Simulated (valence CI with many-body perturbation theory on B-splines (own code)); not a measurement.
**Hyperfine factors and g values of Pt47+**

Calculated by relativistic CI+MBPT: three valence electrons over a frozen Dirac-Fock core [Ar] 3d10, a basis of 11 s, 11 p, 9 d, 7 f, 5 g, 2 h, 1 i functions for each j, with the one-electron correlation potential Σ1, the two-electron term Σ2, the three-electron term Σ3, Breit, model QED; selected CI, second order for the rest (own B-spline code, finite nucleus).

No measured spectrum was set against this ion. As an estimate, large intervals hold to a few tenths of a per cent, small ones and those within an open d or f shell to about a per cent.

A/g_I is the dipole constant over the nuclear g factor μ/I (μ in nuclear magnetons, uniformly magnetised nucleus), B/Q the quadrupole constant per barn. Both hold the static response of the core; the bare values leave it out. Large factors of s and p1/2 electrons are usually good to 5 to 10 %; those of open d and f shells near neutrality can be off by tens of per cent, and small factors of p3/2, d and f electrons come from cancelling terms and can be off by a factor of two or in sign, in half-filled shells by more. B is blank for J = 1/2, where it vanishes, and for nearly pure S terms. Energies count from the lowest level.

Levels are named by their leading jj configuration (3d3/2^4 stands for four electrons in 3d with j = 3/2), which in mixed levels can hold well under half, so a name can repeat and another be missing. Letters in brackets count levels of one name in rising energy.

| Level | E (Ry) | g | A/g_I (MHz) | A/g_I bare | B/Q (MHz/b) | B/Q bare |
| --- | --- | --- | --- | --- | --- | --- |
| (4s^2 4p1/2) J=1/2 | 0.000 | 0.658 | 691000 | 671000 |  |  |
| (4s 4p1/2^2) J=1/2 | 7.881 | 2.158 | 2080000 | 2010000 |  |  |
| (4s^2 4p3/2) J=3/2 | 9.562 | 1.328 | 74500 | 71700 | 150000 | 146000 |
| (4s 4p1/2 4p3/2) J=3/2 [a] | 16.374 | 1.651 | 484000 | 469000 | 122000 | 118000 |
| (4s 4p1/2 4p3/2) J=5/2 | 17.047 | 1.352 | 599000 | 580000 | 112000 | 109000 |
| (4s 4p1/2 4p3/2) J=3/2 [b] | 17.989 | 0.985 | 17900 | 17300 | 92600 | 89900 |
| (4s 4p1/2 4p3/2) J=1/2 | 18.167 | 1.249 | -757000 | -734000 |  |  |
| (4s^2 4d3/2) J=3/2 | 22.454 | 0.813 | 27000 | 27300 | 21600 | 21500 |
| (4s^2 4d5/2) J=5/2 | 24.244 | 1.229 | 59300 | 58200 | 16300 | 16200 |
| (4p1/2^2 4p3/2) J=3/2 | 25.866 | 1.322 | 69700 | 68000 | 141000 | 137000 |
| (4s 4p3/2^2) J=5/2 | 26.531 | 1.404 | 448000 | 434000 | 53500 | 52000 |
| (4s 4p3/2^2) J=1/2 | 27.720 | 1.912 | 2120000 | 2050000 |  |  |
| (4s 4p3/2^2) J=3/2 | 27.994 | 1.196 | -327000 | -317000 | -29400 | -28700 |
| (4s 4p1/2 4d3/2) J=3/2 [a] | 28.657 | 0.502 | -190000 | -183000 | 30300 | 29800 |
| (4s 4p1/2 4d3/2) J=5/2 | 29.243 | 1.036 | 558000 | 541000 | 7490 | 7790 |
| (4s 4p1/2 4d3/2) J=1/2 | 30.277 | 0.399 | -863000 | -835000 |  |  |
| (4s 4p1/2 4d3/2) J=3/2 [b] | 30.388 | 1.292 | 545000 | 529000 | 19400 | 18900 |
| (4s 4p1/2 4d5/2) J=5/2 [a] | 31.318 | 1.358 | 200000 | 195000 | 26100 | 25700 |
| (4s 4p1/2 4d5/2) J=7/2 | 31.756 | 1.246 | 403000 | 392000 | 3130 | 3530 |
| (4s 4p1/2 4d5/2) J=5/2 [b] | 32.211 | 1.053 | 16700 | 17100 | 30000 | 29500 |
| (4s 4p1/2 4d5/2) J=3/2 | 32.306 | 1.133 | -440000 | -425000 | 1830 | 2100 |
| (4p1/2 4p3/2^2) J=3/2 | 35.312 | 1.393 | -64100 | -61400 | 23100 | 22500 |
| (4p1/2 4p3/2^2) J=5/2 | 35.348 | 1.162 | 194000 | 188000 | 22400 | 21800 |
| (4p1/2 4p3/2^2) J=1/2 | 35.870 | 0.659 | 684000 | 662000 |  |  |
| (4s^2 4f5/2) J=5/2 | 37.564 | 0.857 | -18200 | -16800 | 22900 | 21600 |
| (4p1/2^2 4d3/2) J=3/2 | 37.872 | 0.774 | 37100 | 36200 | 26300 | 26000 |
| (4s^2 4f7/2) J=7/2 | 38.164 | 1.148 | 40400 | 39900 | 33200 | 31300 |
| (4s 4p3/2 4d3/2) J=3/2 [a] | 38.889 | 1.318 | 294000 | 285000 | -6430 | -6540 |
| (4s 4p3/2 4d3/2) J=1/2 [a] | 38.894 | 2.296 | 1070000 | 1040000 |  |  |
| (4s 4p3/2 4d3/2) J=5/2 [a] | 38.902 | 1.256 | 339000 | 329000 | 37800 | 36600 |
| (4s 4p3/2 4d3/2) J=7/2 | 39.273 | 1.266 | 309000 | 300000 | 110000 | 107000 |
| (4s 4p3/2 4d3/2) J=3/2 [b] | 40.034 | 0.982 | 36100 | 35600 | -82900 | -80400 |
| (4s 4p3/2 4d5/2) J=9/2 | 40.062 | 1.328 | 268000 | 261000 | 182000 | 177000 |
| (4p1/2^2 4d5/2) J=5/2 | 40.361 | 1.192 | 4710 | 6280 | 21800 | 21500 |
| (4s 4p3/2 4d3/2) J=1/2 [b] | 40.677 | 0.585 | 306000 | 298000 |  |  |
| (4s 4p3/2 4d3/2) J=5/2 [b] | 40.884 | 0.948 | -106000 | -102000 | 95600 | 93300 |
| (4s 4p3/2 4d5/2) J=5/2 [a] | 40.976 | 1.351 | 415000 | 403000 | -82100 | -79500 |
| (4s 4p3/2 4d5/2) J=3/2 [a] | 41.378 | 1.167 | -165000 | -159000 | -83100 | -80600 |
| (4s 4p3/2 4d5/2) J=7/2 [a] | 41.494 | 1.196 | 64500 | 63100 | 144000 | 140000 |
| (4s 4p3/2 4d5/2) J=7/2 [b] | 42.229 | 1.214 | 84100 | 82400 | 75100 | 73400 |

(1) Take the isotope of mass number 195, with I = 1/2, μ = 0.6073 μN. What is the hyperfine structure of (4s 4p1/2 4p3/2) J=1/2?

Results:

(1) From the table A = -920000 MHz. Shifts from the centre of gravity in MHz: F = 0: 690000, F = 1: -230000.
